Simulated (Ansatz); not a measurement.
A structure relaxed at r2SCAN-D4/def2-TZVP in Ansatz, charge 0, singlet:

```tsv
atom	x (Å)	y (Å)	z (Å)
Be1	0.000	0.000	0.000
Cl2	-1.618	0.539	-0.589
Cl3	1.618	-0.539	0.589
```

Task: Give its formula, name or SMILES and point group.

Result: BeCl₂. Point group D∞h (tolerance 0.1 Å).

Task: Summarise the bond lengths by kind (pairs closer than 1.2 times the sum of covalent radii, bridged metal pairs left out).

Result: 2 × Be–Cl 1.80 Å.
